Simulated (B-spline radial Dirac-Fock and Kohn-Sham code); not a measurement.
L3 emission of Gd²⁺

System: Gd²⁺, [Xe] 4f7 5d1.

The run's input, task.json:

```json
{"items": [{
  "Z": 64,
  "q": 2,
  "cfg": [[1, 0, 2], [2, 0, 2], [2, 1, 6], [3, 0, 2], [3, 1, 6], [3, 2, 10], [4, 0, 2], [4, 1, 6], [4, 2, 10], [4, 3, 7], [5, 0, 2], [5, 1, 6], [5, 2, 1]],
  "A": 158,
  "rrms": 5.1569,
  "do": ["binding", "quiet", "decay"],
  "holes": ["K", "L1", "L2", "L3", "M1", "M2", "M3", "M4", "M5", "N1", "N2", "N3", "N4", "N5"]
}]}
```

Launch: `python xray_run.py task.json out`

Method: a relativistic independent-particle model: LDA orbitals of the hole state, radiative multipoles to third order, Auger rates from the Coulomb interaction with a continuum orbital, Dirac-Fock energies. Computed with an atomic code on a B-spline grid.

| line | multipole | energy (eV) | width (meV) | share (%) |
| --- | --- | --- | --- | --- |
| Lℓ (L3-M1) | E1 | 5356.7 | 20.1 | 3.24 |
| L3-M2 | E2 | 5550.9 | 0.169 | 0.0273 |
| L3-M3 | E2 | 5694.3 | 0.155 | 0.0250 |
| Lα2 (L3-M4) | E1 | 6025.6 | 51.6 | 8.31 |
| Lα1 (L3-M5) | E1 | 6056.0 | 457 | 73.5 |
| Lβ6 (L3-N1) | E1 | 6854.4 | 4.78 | 0.770 |
| Lβ15 (L3-N4) | E1 | 7091.1 | 8.62 | 1.39 |
| Lβ2 (L3-N5) | E1 | 7096.7 | 77.2 | 12.4 |
| Lβ7 (L3-O1) | E1 | 7196.8 | 0.857 | 0.138 |
| Lβ5 (L3-O5) | E1 | 7250.8 | 0.641 | 0.103 |

The listed lines hold 100.0 % of the radiative rate. The radiative width is 0.621 eV in the length form and 0.629 eV in the velocity form; the two differ because the transition energies are not eigenvalue differences of the potential that gave the orbitals.
